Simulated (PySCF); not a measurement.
CH4ClFOSi, SMILES OC[Si@@H](F)Cl.

Geometry: B3LYP-D3(BJ)/def2-SVP. The structure was generated by enumeration; whether it is a known compound was not checked. One conformer was computed; it need not be the lowest.

All values below come from PBE/def2-TZVP run with PySCF.

Isolated molecule, no solvent.

Computed frontier levels, gap, dipole moment and polarisability:
```yaml
highest_occupied_level: -6.42 eV
lowest_empty_level: -1.00 eV
orbital_gap: 5.42 eV
dipole_moment: 2.18 D
quadrupole, principal values (traceless, Buckingham form, about the centre of nuclear charge): -9.22, 1.41, 7.81 D·Å
mean_static_polarisability: 53.7 bohr³ (7.96 Å³)
polarisability_principal_values: 48.4, 51.1, 61.7 bohr³
```
